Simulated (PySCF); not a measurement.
**Checking a proposed structure**

A compound C4H14OSi2 gives the data below (simulated from a calculation) and was assigned the structure `CC(C)(C)[SiH2]O[SiH3]`.

¹³C{¹H} NMR (computed): δ 2.2 (CH3, 4C).

¹H NMR (400 MHz, computed): δ 5.25 (sept, 2H), 0.15 (d, 12H).

- coordinates at the GFN2-xTB level
- shieldings: GIAO PBE0/pcSseg-1
- run in PySCF
- non-relativistic, in vacuum, one averaged value for each set of equivalent atoms, one computed conformer

Referencing at the same level of theory: ¹H (σ = 31.72 ppm) and ¹³C (σ = 186.93 ppm) vs TMS.

**Question.** Compare with the shifts computed for the proposed structure, pairing carbons in order of shift.

**Answer.** Structure with atom numbers: `[CH3:1][C:2]([CH3:3])([CH3:4])[SiH2:5][O:6][SiH3:7]`. Hydrogens are named by the atom that carries them.

| atom | computed for proposal | given list | difference |
| --- | --- | --- | --- |
| C1 | 27.2 | 2.2 | +25.0 |
| C3 | 27.2 | 2.2 | +25.0 |
| C4 | 27.2 | 2.2 | +25.0 |
| C2 | 22.8 | 2.2 | +20.6 |

The rms difference is 24.0 ppm and the largest +25.0 ppm at C1 (methyl carbon). The proposal also would give 2 carbon signals, not 1. The carbon types in order of shift don't match either: CH3, CH3, CH3, C for the proposal against CH3, CH3, CH3, CH3 in the data. The proposal doesn't fit.

**Question.** Which isomer fits?

**Answer.** `C[SiH](O[SiH](C)C)C`.

- Carbon types of the structure: 4 × CH3, leaving 2 H on heteroatoms.
- δC 2.2: methyl carbon bonded to Si; an electropositive neighbour leaves it electron-rich and shielded.
- δH 5.25: hydrogen on a silicon bonded to 2 C, O.
- δH 0.15: hydrogen on a methyl carbon bonded to Si; an electropositive neighbour shields it, as in TMS itself.

The data come from this structure; uniqueness wasn't tested.

Shifts are as computed. Against solution values, carbons near 30 ppm lie about +3 ppm off and those near 130 ppm about +5 ppm. Of 1211 compounds with measured shifts, 218 miss one by over three times the rms of a fit or turn the order of signals round; such compounds aren't used in these exercises. Multiplicities follow the n + 1 count of equivalent neighbours, as no J values were calculated; m marks all less simple cases, F and P coupling included.
